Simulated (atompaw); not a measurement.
# Before and after: PAW (atompaw) potential for B (Z = 5)

```
Element                 : B
Generator               : atompaw 4.2.0.5
Type                    : PAW
Functional              : LDA (PW92)
Relativity              : scalar-relativistic
Frozen core             : [He]
Valence charge          : 3
Reference configuration : 2s2 2p0.5 (charge +0.5)
Partial waves           : 2s (bound): rc 1.15 bohr; 2s channel at -0.6 Ry: rc 1.15 bohr; 2p (bound): rc 3.00 bohr; 2p channel at 2.45 Ry: rc 3.00 bohr
Local potential         : ultrasoft scheme with l = 2 at 1 Ry, radius 2.75 bohr
Core correction         : smooth core density matched at 2.75 bohr
Augmentation charge     : besselshape compensation charge, radius 2.70 bohr; PAW radius 3.00 bohr; waves and projectors: custom polynom2 7 10 vanderbiltortho
```

All-electron outer shells of the reference configuration (LDA (PW92), scalar-relativistic, ld1.x):

```json
{"shell": "2s", "level (eV)": "-14.05", "outermost node (bohr)": "0.46", "outermost maximum (bohr)": "1.48"}
{"shell": "2p", "level (eV)": "-8.19", "outermost node (bohr)": "–", "outermost maximum (bohr)": "1.48"}
```

Change: augmentation besselshape compensation charge, radius 2.70 bohr; PAW radius 3.00 bohr; waves and projectors: custom polynom gramschmidtortho.

Cutoffs: the cutoffs (Ry, on a coarse ladder) from which the occupation-weighted sum of valence levels, in a spherical-Bessel basis at the reference potential, stays within 10 and 1 mRy of its value at 400 Ry; they do not see the model core or the augmentation charge, which bear on the density cutoff.

Q: What does the change do?

A: The potential gets harder (18 Ry and 25 Ry → 30 Ry and 40 Ry); neither file shows a bound ghost.

| quantity | base | changed |
| --- | --- | --- |
| cutoff, loose | 18 Ry | 30 Ry |
| cutoff, tight | 25 Ry | 40 Ry |
| loose cutoff by channel (10 mRy a level) | s 15 Ry, p 8 Ry | s 25 Ry, p 6 Ry |
| bound ghosts | none | none |
| s: phases at 3.02 bohr within 0.05 rad from the reference energy up to (Ry; the scan ends near 5) | to the end of the scan | to the end of the scan |
| p: phases at 3.02 bohr within 0.05 rad from the reference energy up to (Ry; the scan ends near 5) | -0.2 | 0.8 |
| lowest overlap eigenvalue by channel | s 0.77, p 0.95 | s 0.99, p 0.77 |

 The cutoffs see the waves, projectors and local potential, not the compensation charge or the core.
